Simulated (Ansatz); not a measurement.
Consider the redistribution: `[NH2][In]([Cl])[Br]` + `[O]=[Mo]([OH])([OH])=[S]` → `[NH2][In]([OH])[Br]` + `[O]=[Mo]([OH])(=[S])[Cl]`.

Gas-phase electronic energies from Ansatz, PBE0-D4/def2-TZVP geometries. CCSD(T)/CBS adds triple-zeta CCSD(T) − MP2 to the extrapolated MP2 energy (def2 sets, frozen cores). DFT in def2-TZVPP. B3LYP here is the variant with VWN-RPA as its local correlation; programs differ in this. def2 core potentials past Kr. For Br, In, Mo outer-core shells are correlated without core-valence functions, which leaves a few kJ/mol of doubt a bond. Scalar relativity is left out up to krypton. Each species was taken in one conformer, which may not be the lowest.

`[NH2][In]([Cl])[Br]`:

Z-matrix (Å, degrees):
```
N
In 1 2.001
H 1 1.010 2 115.9
H 1 1.010 2 115.7 3 130.7
Cl 2 2.312 1 119.9 3 -158.6
Br 2 2.446 1 122.2 3 28.1
```

`[O]=[Mo]([OH])([OH])=[S]`:

Z-matrix (Å, degrees):
```
Mo
O 1 1.866
O 1 1.866 2 110.2
O 1 1.669 2 109.7 3 120.9
S 1 2.112 2 109.0 3 -119.5
H 2 0.961 1 122.1 3 -108.6
H 3 0.961 1 122.1 2 108.6
```

`[NH2][In]([OH])[Br]`:

Cartesian coordinates in Å:
```
N 0.344 0.087 -1.606
In -0.258 -0.078 0.297
O 0.611 0.931 1.750
Br -2.269 -1.366 0.908
H 0.088 -0.685 -2.205
H 1.324 0.300 -1.734
H 0.160 0.812 2.590
```

`[O]=[Mo]([OH])(=[S])[Cl]`:

```xyz
6

O     0.474   -0.609    1.815
Mo    0.313   -0.027    0.265
O    -1.294   -0.629   -0.440
S     0.322    2.074    0.329
Cl    2.051   -0.722   -0.978
H    -1.866   -0.087   -0.991
```

Q: Is it downhill or uphill in electronic energy at CCSD(T)/CBS, and by how much? (An estimate is asked.)

A: Computed: Uphill: ΔE = +9.2 kcal/mol.

Q: What do these levels give: B97M-V, PBE0-D4, r2SCAN0-D4, PBE-QIDH, revPBE, BLYP, B3LYP, r2SCANh, r2SCAN0, CCSD(T)/def2-TZVPP, HF/def2-QZVPP, MP2/CBS(def2)? (Best estimate.)

A: The calculation gave: B97M-V 12.1, PBE0-D4 12.0, r2SCAN0-D4 12.7, PBE-QIDH 10.1, revPBE 10.7, BLYP 10.9, B3LYP 12.0, r2SCANh 12.2, r2SCAN0 12.7, CCSD(T)/def2-TZVPP 10.0, HF/def2-QZVPP 15.9, MP2/CBS(def2) 4.7 kcal/mol.

Largest T1 diagnostic among the species: 0.025, so the coupled-cluster value is less sure than usual.

From BLYP to BHLYP (50 % exact exchange), in def2-TZVPP and without D4, ΔE moves by +2.7 kcal/mol. At CCSD(T), def2-SVP lies +3.4 kcal/mol from the extrapolated value and def2-TZVPP +0.8 kcal/mol. In def2-TZVPP, CCSD(T) changes the Hartree–Fock value by −6.3 kcal/mol (the triples alone add −1.2 kcal/mol) and MP2 by −10.8 kcal/mol.
